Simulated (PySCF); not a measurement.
## Partial charges of `C#C[SiH2][C@H]1CCO[SiH2]1`

Compound: C5H10OSi2.
Geometry (GFN2-xTB, Å), atoms numbered from 1 in this order:
```
atom  x, y, z in Å
C1     3.7460    0.2853   -0.3641
C2     2.7764   -0.4130   -0.2285
Si3    1.2423   -1.4310   -0.0155
C4    -0.1180   -0.2679    0.6139
C5    -0.3498    0.9342   -0.3067
C6    -1.7174    1.5167    0.0494
O7    -2.6152    0.4618    0.3037
Si8   -1.9010   -0.9302    0.7777
H9     4.6007    0.8883   -0.4823
H10    0.8920   -1.9888   -1.3276
H11    1.5031   -2.4863    0.9704
H12    0.1861    0.1093    1.5965
H13    0.4326    1.6882   -0.2115
H14   -0.3767    0.6016   -1.3470
H15   -1.6472    2.1388    0.9498
H16   -2.1315    2.1236   -0.7608
H17   -2.2567   -1.9761   -0.1758
H18   -2.2744   -1.2482    2.1524
```

Density: PBE0/pcSseg-1 (PySCF); schemes: Mulliken, IAO, Hirshfeld and ESP-fitted. Isolated species at its GFN2-xTB geometry (one conformer only).

**Question.** At which atom do the 4 schemes differ most?

**Answer.** At C4: from -0.855 (Mulliken) to -0.201 e (Hirshfeld), 0.654 e apart.

**Question.** For which atoms does the sign change between the 4 schemes (beyond +0.03 e in one, beyond −0.03 e in another)?

**Answer.** C6. Atomic charges aren't observables, and each scheme defines them in its own way.

**Question.** Tabulate the Mulliken, IAO, Hirshfeld and ESP-fitted charges.

**Answer.** In e:

```csv
atom,environment,Mulliken,IAO,Hirshfeld,ESP-fitted
C1,terminal alkyne carbon,-0.203,-0.195,-0.089,-0.363
C2,alkyne carbon,-0.175,-0.325,-0.154,-0.107
Si3,SiH2 silicon,+0.728,+0.774,+0.353,+0.284
C4,sp3 carbon bound to silicon,-0.855,-0.671,-0.201,-0.328
C5,ring CH2 carbon,-0.254,-0.266,-0.074,-0.078
C6,sp3 carbon bound to oxygen,+0.123,-0.048,+0.007,+0.004
O7,silyl ether oxygen,-0.622,-0.655,-0.241,-0.431
Si8,oxygen-bound silicon,+0.885,+0.995,+0.400,+0.628
H9,alkyne hydrogen,+0.063,+0.202,+0.097,+0.303
H10,Si–H hydrogen,-0.063,-0.116,-0.070,-0.045
H11,Si–H hydrogen,-0.076,-0.115,-0.072,-0.057
H12,methine hydrogen,+0.173,+0.155,+0.040,+0.141
H13,methylene hydrogen,+0.145,+0.151,+0.044,+0.061
H14,methylene hydrogen,+0.135,+0.132,+0.039,+0.084
H15,methylene hydrogen,+0.104,+0.125,+0.036,+0.072
H16,methylene hydrogen,+0.122,+0.146,+0.046,+0.082
H17,Si–H hydrogen,-0.116,-0.147,-0.080,-0.117
H18,Si–H hydrogen,-0.115,-0.144,-0.079,-0.132
```

Mean size of the charges over all atoms: IAO 0.298 e, Mulliken 0.275 e, ESP-fitted 0.184 e, Hirshfeld 0.118 e. Each set sums to the total charge, 0, to within 0.001 e. The IAO scheme projects the occupied orbitals on a minimal set of polarised atomic orbitals and counts the electrons in each atom's part of it.

**Question.** Sum the charges by element, for elements with more than one atom.

**Answer.** 
```
element  atoms  Mulliken     IAO  Hirshfeld  ESP-fitted
      C      5    -1.365  -1.503     -0.511      -0.873
     Si      2    +1.614  +1.769     +0.752      +0.912
      H     10    +0.373  +0.389      0.000      +0.393
```

**Question.** How closely do the schemes follow one another over all atoms?

**Answer.** Correlation coefficient and root-mean-square difference: IAO with Hirshfeld 0.99, 0.245 e; Mulliken with IAO 0.98, 0.084 e; Mulliken with Hirshfeld 0.95, 0.243 e; IAO with ESP-fitted 0.93, 0.196 e; Hirshfeld with ESP-fitted 0.92, 0.118 e; Mulliken with ESP-fitted 0.90, 0.201 e.

These values come from a run that also computed NMR shieldings. On Arm Neoverse N1, one thread, no GPU, shared host with 64 logical CPUs at a one-minute load of 61, this took 67 s of wall time and 0.90 GiB of memory at its peak.
